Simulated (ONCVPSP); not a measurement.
# Configuration tests for chromium (Cr) (ONCV)

ONCVPSP 4.0.1 input, shortened (lines: element, Z, core and valence counts, functional; n l f; lmax; l rc ep ncon nbas qcut; lloc lpopt rc5 dvloc0; l nproj debl; icmod fcfact rcfact), PBEsol, scalar-relativistic:

```
  Cr 24.00    3    5  -116133      upf
    1    0    2.00
    2    0    2.00
    2    1    6.00
    3    0    2.00
    3    1    6.00
    3    2    5.00
    4    0    0.75
    4    1    0.25
    2
    0    1.40    0.00    3    8    9.10
    1    1.55    0.00    4    7   11.20
    2    1.30    0.00    3    8    9.90
    4    1    0.85    6.00
    0    2    3.60
    1    2    3.40
    2    2    0.50
    3    2.25    1.65
```

Energies are relative to the spin-unpolarised reference configuration 3s2 3p6 3d5 4s0.75 4p0.25; without spin polarisation the order of configurations can differ from experiment. Not all tests gave a result: 1 of 4 tests not solved or not reliable.

```
valence configuration  charge  ΔE all-electron (eV)  error AE − PS (meV)
  3s2 3p6 3d5 4s1 4p0       0                -0.770                  0.0
  3s2 3p6 3d5 4s0 4p0      +1                 6.104                 +0.8
  3s2 3p6 3d4 4s1 4p1       0                 2.767                 +4.4
```
